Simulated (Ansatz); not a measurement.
Bond stretch in MgH, doublet.

Methods: ROHF/aug-cc-pVQZ (Ansatz, an electronic-structure program); ROMP2 = MP2 on ROHF/aug-cc-pVQZ, frozen core (Ansatz); ROCCSD = CCSD on ROHF/aug-cc-pVQZ, frozen core in Ansatz; ROCCSD(T) = Ansatz with CCSD(T) on ROHF/aug-cc-pVQZ, frozen core; UHF/aug-cc-pVQZ (Ansatz); UMP2 = Ansatz with MP2 on UHF/aug-cc-pVQZ, frozen core; UCCSD = CCSD on UHF/aug-cc-pVQZ, frozen core (Ansatz); UCCSD(T) = Ansatz with CCSD(T) on UHF/aug-cc-pVQZ, frozen core; UKS-PBE = unrestricted PBE/aug-cc-pVQZ (Ansatz); UKS-PBE0 = unrestricted PBE0/aug-cc-pVQZ run with Ansatz; FCI = full CI/aug-cc-pVQZ, frozen core in Ansatz.

All curves are set to zero at 1.74 Å and compared with full CI in the same basis at 1.74, 1.79, 1.84, 1.90, 2.00, 2.17, 2.40, 2.65, 2.90, 3.13, 3.46, 3.83, 4.22, 4.75, 5.27, 6.02, 6.91 Å.

Q: Order the methods by the spread of their error (largest minus smallest) over these points.

A: UCCSD(T) has the smallest spread and ROHF the largest. In order (kJ/mol): UCCSD(T) 0.73, ROCCSD(T) 1.13, UCCSD 2.29, UKS-PBE0 3.80, ROCCSD 4.52, UKS-PBE 11.05, UMP2 18.64, ROMP2 26.26, UHF 27.47, ROHF 49.63.

Errors against full CI at some of the points (kJ/mol):

```json
[
 {"method": "UCCSD(T)", "2.17 Å": "0.2", "2.65 Å": "0.1", "3.46 Å": "-0.3", "4.22 Å": "-0.4", "6.91 Å": "-0.5"},
 {"method": "ROCCSD(T)", "2.17 Å": "0.3", "2.65 Å": "0.4", "3.46 Å": "-0.4", "4.22 Å": "-0.5", "6.91 Å": "-0.6"},
 {"method": "UCCSD", "2.17 Å": "0.4", "2.65 Å": "-0.1", "3.46 Å": "-1.3", "4.22 Å": "-1.7", "6.91 Å": "-1.9"},
 {"method": "UKS-PBE0", "2.17 Å": "-0.7", "2.65 Å": "-3.2", "3.46 Å": "0.3", "4.22 Å": "0.6", "6.91 Å": "0.3"},
 {"method": "ROCCSD", "2.17 Å": "1.2", "2.65 Å": "1.0", "3.46 Å": "-1.5", "4.22 Å": "-2.0", "6.91 Å": "-2.1"},
 {"method": "UKS-PBE", "2.17 Å": "-5.5", "2.65 Å": "-11.0", "3.46 Å": "-2.8", "4.22 Å": "-1.3", "6.91 Å": "-1.4"},
 {"method": "UMP2", "2.17 Å": "9.1", "2.65 Å": "17.5", "3.46 Å": "3.6", "4.22 Å": "-0.5", "6.91 Å": "-1.1"},
 {"method": "ROMP2", "2.17 Å": "8.7", "2.65 Å": "24.3", "3.46 Å": "0.5", "4.22 Å": "-1.6", "6.91 Å": "-2.0"},
 {"method": "UHF", "2.17 Å": "4.2", "2.65 Å": "-5.4", "3.46 Å": "-19.7", "4.22 Å": "-22.1", "6.91 Å": "-23.2"},
 {"method": "ROHF", "2.17 Å": "11.5", "2.65 Å": "17.3", "3.46 Å": "-20.2", "4.22 Å": "-24.8", "6.91 Å": "-26.1"}
]
```

The T1 diagnostic of CCSD on the restricted reference of ROMP2, ROCCSD, ROCCSD(T) exceeds 0.045 at 2.00 to 3.13 Å. The unrestricted determinant behind UHF, UMP2, UCCSD, UCCSD(T) is spin-contaminated at 2.40 to 3.13 Å (<S²> up to 0.9, against 0.75 for a pure doublet).
